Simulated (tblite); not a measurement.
Compound: C9H11N2 (charge -1).
SMILES with atom numbers: `[CH3:1][C@@H:2]1[CH2:3][CH2:4][C@@H:5]([C-:6]([C:7]#[N:8])[C:9]#[N:10])[CH2:11]1` (hydrogens: H12, H13, H14 on C1; H15 on C2; H16, H17 on C3; H18, H19 on C4; H20 on C5; H21, H22 on C11)

Computed geometry: GFN2-xTB, gas phase.

Task: List the bond lengths, angles and torsions at this level.

Result: 
| bond | length (Å) | order |
| --- | --- | --- |
| C1–C2 | 1.525 | single |
| C2–C3 | 1.535 | single |
| C3–C4 | 1.522 | single |
| C4–C5 | 1.539 | single |
| C5–C6 | 1.505 | single |
| C6–C7, C6–C9 | 1.370 | single |
| C7≡N8, C9≡N10 | 1.166 | triple |
| C5–C11 | 1.548 | single |
| C2–C11 | 1.542 | single |
| C1–H12, C1–H13, C1–H14 | 1.089 | single |
| C2–H15 | 1.095 | single |
| C3–H16 | 1.094 | single |
| C3–H17 | 1.092 | single |
| C4–H18 | 1.091 | single |
| C4–H19 | 1.092 | single |
| C5–H20 | 1.099 | single |
| C11–H21 | 1.092 | single |
| C11–H22 | 1.092 | single |

Bonds in one row agree within 0.01 Å and their mean is given. Orders are formal, as drawn. A selection of angles:
| angle | degrees |
| --- | --- |
| C1–C2–C3 | 112.5 |
| C1–C2–C11 | 113.2 |
| C3–C2–C11 | 105.1 |
| C2–C3–C4 | 103.9 |
| C3–C4–C5 | 103.5 |
| C4–C5–C6 | 114.0 |
| C4–C5–C11 | 102.9 |
| C6–C5–C11 | 113.9 |
| C5–C6–C7 | 119.9 |
| C7–C6–C9 | 120.3 |
| C6–C7–N8 | 178.6 |
| C6–C9–N10 | 178.3 |
| C2–C11–C5 | 107.2 |

Dihedral angles: C1–C2–C3–C4 -152° (antiperiplanar); C2–C3–C4–C5 42° (synclinal); C3–C4–C5–C6 -162° (antiperiplanar); C4–C5–C6–C7 61° (synclinal); C4–C5–C11–C2 20° (synperiplanar); C1–C2–C11–C5 128° (anticlinal).

C6 (carbon bonded to 3 C) is planar (angles 120.3°, 119.9° and 119.8°, sum 360.0°, 0.00 Å off the plane of its three neighbours). The 5-membered ring C2–C3–C4–C5–C11 has internal angles of 102.9° to 107.2° (sum 523°, against 540° for a flat polygon); it is puckered, 0.18 Å rms from its mean plane, widest ring torsion 42°. Of the pairs four or more bonds apart, C7···H21 is among the closest relative to their van der Waals radii: 2.63 Å, 91 % of the sum of Bondi's values. The 9 C–C bonds span 1.369 Å (C6–C9, drawn single) to 1.548 Å (C5–C11, drawn single), a spread of 0.179 Å.

Point group: C1 (no symmetry element, even within 0.4 Å). Its lowest GFN2-xTB frequency is 7 cm⁻¹, too small to tell a flat minimum from a shallow saddle. 3 starts were optimised and ended at 0.00, 0.00 and 0.20 kcal/mol (GFN2-xTB); the lowest of these is shown.

One conformer stands for the species.
